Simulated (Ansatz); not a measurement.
Cost and result for the atomization energy of C3H4AlF (`C=[C]1[AlH][CH]1F`) (9 atoms, 9 bonds).

| atom | x (Å) | y (Å) | z (Å) |
| --- | --- | --- | --- |
| C1 | -0.0111 | -0.8483 | -1.2934 |
| C2 | 0.0585 | 0.2211 | -0.4964 |
| Al3 | -1.1004 | 0.9676 | 0.7917 |
| C4 | 0.7725 | 0.3778 | 0.8010 |
| F5 | 1.4323 | -0.7068 | 1.3384 |
| H6 | -0.7293 | -0.8992 | -2.1051 |
| H7 | 0.6525 | -1.7032 | -1.1727 |
| H8 | -2.5256 | 1.3524 | 1.3428 |
| H9 | 1.4507 | 1.2385 | 0.7936 |

Total charge 0; spin multiplicity 1. The geometry is a stationary point of PBE0-D4/def2-TZVP. Program: Ansatz. All runs use 2 threads of an AMD EPYC 7B13 on a shared host. Times are those of one run each, without the atoms' runs, and a repeat can differ threefold. Electronic energies, without spin–orbit coupling; frozen cores. CCSD(T)/CBS adds CCSD(T) − MP2 in def2-TZVPP to the MP2 limit, and its time is that of the two runs behind it. T1 = 0.014. B3LYP takes the VWN-RPA correlation (the form of Gaussian; ORCA's B3LYP/G).

CCSD(T)/CBS is a level of theory with its own doubt, some kJ/mol a heavy atom from the limit and from the frozen cores, so smaller differences don't rank the functionals.

```
                            level  functions  wall time  atomization (kJ/mol)  difference from CCSD(T)/CBS  per bond
             revPBE-D4/def2-TZVPP        222      2.3 s                3374.1                         33.0       3.7
               BLYP-D4/def2-TZVPP        222      2.5 s                3363.0                         21.9       2.4
               PBE0-D4/def2-TZVPP        222      3.7 s                3380.5                         39.4       4.4
          CAM-B3LYP-D4/def2-TZVPP        222        4 s                3355.5                         14.4       1.6
                 CCSD(T)/def2-SVP         94      4.4 s                3180.4                       -160.7     -17.9
B3LYP-D4/def2-TZVPP (with forces)        222      5.5 s                3346.2                          5.1       0.6
            r2SCANh-D4/def2-TZVPP        222      6.5 s                3349.7                          8.6       1.0
              PBE-QIDH/def2-TZVPP        222      6.5 s                3337.2                         -3.9      -0.4
                B97M-V/def2-TZVPP        222      9.5 s                3384.9                         43.8       4.9
 ωB97M-V/def2-TZVPP (with forces)        222       13 s                3357.4                         16.3       1.8
                   MP2/def2-QZVPP        418       30 s                3392.9                         51.8       5.7
               CCSD(T)/def2-TZVPP        222       93 s                3248.5                        -92.6     -10.3
                CCSD(T)/CBS(def2)          –      2 min                3341.1                          0.0       0.0
```

From PBE to PBE0 (25 % exact exchange), in def2-TZVPP and without D4, the atomization energy moves by −90.2 kJ/mol: exact exchange takes away binding that semilocal exchange gives to molecules. The D4 term adds +27.7 kJ/mol with B3LYP and +14.3 kJ/mol with PBE0; it sums over pairs of atoms, weighted by their polarisabilities, and B3LYP, whose exchange is more repulsive, gets the larger term. In def2-TZVPP, CCSD(T) changes the Hartree–Fock value by +890.2 kJ/mol (the triples alone add +68.9 kJ/mol) and MP2 by +979.7 kJ/mol; breaking electron pairs costs correlation energy, which Hartree–Fock lacks.
